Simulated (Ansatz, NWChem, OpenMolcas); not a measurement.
SiHF3 (SMILES F[SiH](F)F): methods side by side

SiHF3 has 5 atoms, charge 0, and is taken as a singlet. As SMILES, `F[SiH](F)F`. The coordinates come from a PBE0-D4/def2-TZVP relaxation.

```xyz
5

F    -0.4471   -0.0822    1.4913
Si    0.0407    0.0017   -0.0018
F    -0.5971    1.2814   -0.6572
F    -0.4959   -1.2633   -0.7672
H     1.4994    0.0624   -0.0651
```

Quantity: the energy change with the Si2–F4 bond stretched from 1.573 to 3.460 Å, in eV. The values are calculated.

```tsv
level	kind	program	value (eV)	less CCSD(T)/def2-SVPD
HF/def2-SVPD (restricted)	Hartree–Fock	NWChem	7.86	+1.88
PBE/def2-SVPD (restricted)	GGA	Ansatz	5.67	-0.31
r2SCAN/def2-SVPD (restricted)	meta-GGA	OpenMolcas	6.28	+0.30
B3LYP/def2-SVPD (restricted)	global hybrid	NWChem	6.24	+0.26
PBE-QIDH/def2-SVPD (restricted)	double hybrid	Ansatz	6.91	+0.93
RPA@PBE0/def2-SVPD (restricted)	RPA	Ansatz	6.17	+0.19
MP2/def2-SVPD (restricted)	perturbation theory	NWChem	6.75	+0.77
CCSD(T)/def2-SVPD (restricted)	coupled cluster or CI	NWChem	5.98	0.00
```

CCSD(T)/def2-SVPD (restricted) is the highest level here, not the true value. At this stretch a single reference begins to fail. The first shape isn't each level's own minimum. The values span 5.67 to 7.86 eV.
